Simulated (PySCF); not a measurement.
# EPR parameters of C2H9OSi2

Compound: C₂H₉OSi₂ (doublet state).
Z-matrix (Å and degrees, GFN2-xTB geometry), rows numbered from 1:
```
C 
O   1  1.3900
Si  2  1.6246  1  128.07
C   3  1.8524  2  102.36  1   179.11
Si  4  1.8598  3  129.52  2     1.08
H   1  1.0936  2  111.10  3    60.87
H   1  1.0938  2  111.11  3   -59.83
H   1  1.0911  2  108.14  3  -179.47
H   3  1.4736  2  110.76  1    58.54
H   3  1.4736  2  110.70  1   -60.10
H   4  1.0816  3  114.13  2   179.82
H   5  1.4714  4  108.71  3  -136.47
H   5  1.4594  4  112.19  3   -15.13
H   5  1.4729  4  109.26  3   106.45
```

The hyperfine couplings belong to this conformer and change with its torsions.

As a line formula: `CO[SiH2][CH][SiH3]` [radical].

Computed, not measured: UKS B3LYP, pcH-1 on C H O Si, non-relativistic, mean-field spin-orbit, GIAO (PySCF 2.14.0). One conformer (not necessarily the lowest) at the GFN2-xTB geometry, without solvent, vibrations or thermal averaging. GFN2-xTB frequencies show an imaginary mode (39i cm⁻¹), so this geometry is no minimum at that level. Couplings are sensitive to structure, and on GFN2-xTB geometries they can be far from those on DFT ones. Stability of the SCF solution: not tested.

```
g1, g2, g3        : 2.00227, 2.00280, 2.00299
g_iso             : 2.00269
Form of g         : rhombic: the two nearest values differ by 26 % of g3 − g1
⟨S²⟩              : 0.7533 (exact 0.7500)
α and β electrons : 29, 28
```

Isotropic coupling and dipolar principal values T1 to T3, in 10⁻⁴ cm⁻¹ (1 × 10⁻⁴ cm⁻¹ = 2.998 MHz):

```tsv
atom	isotope	a_iso	of which spin–orbit	T1	T2	T3	Mulliken spin population
C1	13C	-0.4	0.0	-0.1	0.0	0.1	0.00
O2	17O	0.8	0.0	-0.3	0.0	0.4	0.00
Si3	29Si	15.9	0.0	-0.6	0.0	0.6	-0.03
C4	13C	24.8	0.0	-24.2	-24.0	48.1	1.00
Si5	29Si	14.8	0.0	-0.8	0.2	0.6	-0.05
H6	1H	0.4	0.0	-0.3	-0.2	0.5	0.00
H7	1H	0.5	0.0	-0.3	-0.2	0.5	0.00
H8	1H	0.0	0.0	-0.2	-0.2	0.5	0.00
H9	1H	17.0	0.0	-1.1	-0.6	1.7	0.03
H10	1H	17.8	0.0	-1.1	-0.6	1.7	0.03
H11	1H	-17.4	0.0	-11.7	-0.3	11.9	-0.04
H12	1H	15.6	0.0	-1.1	-0.7	1.8	0.02
H13	1H	1.2	0.0	-0.9	-0.9	1.8	0.00
H14	1H	29.1	0.0	-1.2	-0.5	1.7	0.04
```

The largest Mulliken spin population is on C4 (+1.00). The angles at C4 add up to 360.0°, so it is planar; its axial dipolar tensor and the negative coupling of its proton fit spin in a p orbital normal to that plane.

Axes: g2 points within 14° of the C4–Si5 bond and g3 points within 13° of the C4–H11 bond.

Under fast tumbling the dipolar parts average out, and these isotropic splittings remain: 1 × 1H (H11, I = 1/2, 2 lines) with 1.87 mT, 2 × 1H (H9/H10, I = 1/2, 3 lines) with 1.86 mT, 3 × 1H (H12/H13/H14, I = 1/2, 4 lines) with 1.64 mT and 3 × 1H (H6/H7/H8, I = 1/2, 4 lines) with 0.03 mT.

Class means assume fast exchange of nuclei equivalent by connectivity; if that motion is slow, each nucleus keeps its own coupling. The three 1H nuclei of mean +45.9 MHz run from 3.6 to 87.1 MHz in the frozen geometry.

The 29Si coupling of Si3 (47.6 MHz) shows only in satellite lines or after enrichment, since that isotope makes up about 4.7 % of natural silicon.

The 13C coupling of C4 (74.2 MHz) shows only in satellite lines or after enrichment, since that isotope makes up about 1.07 % of natural carbon.

Examples of negative spin density at the nucleus (bohr⁻³): Si3 (-0.0536), Si5 (-0.0500) and H11 (-0.0117).
